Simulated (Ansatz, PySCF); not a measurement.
SrF2, SMILES [Sr]([F])[F]. Atoms are numbered in the order given.

```xyz
3

Sr     0.0000     0.0000     0.1515
F      0.0000    -1.9366    -0.7564
F      0.0000     1.9366    -0.7564
```

The structure is a stationary point at B3LYP-D3(BJ)/def2-TZVP. The isomer is the one that the SMILES or the coordinates give; other isomers of the formula were not compared. The def2 effective core potentials stand for the cores of Sr; spin–orbit coupling is left out.

Two levels are set side by side: PBE-D3(BJ)/def2-TZVP (Ansatz, a program for electronic structure) and B3LYP-D3(BJ)/def2-TZVP (Ansatz). Each level has its own optimised geometry; the coordinates shown are those of the second. Frequencies come from the Hessian of PySCF at each geometry. Differences are taken from unrounded values.

```
quantity                            B3LYP-D3(BJ)  PBE-D3(BJ)  PBE-D3(BJ) minus B3LYP-D3(BJ)
----------------------------------  ------------  ----------  -----------------------------
mean bond length (Å)                       2.139       2.130                         -0.008
bond Sr1–F2 (Å)                            2.139       2.130                         -0.008
bond Sr1–F3 (Å)                            2.139       2.130                         -0.008
highest harmonic wavenumber (cm⁻¹)           474         469                             -5
mean harmonic wavenumber (cm⁻¹)              343         343                              0
zero-point energy (kcal/mol)                1.47        1.47                           0.00
```

Here PBE gives about what the other level gives.
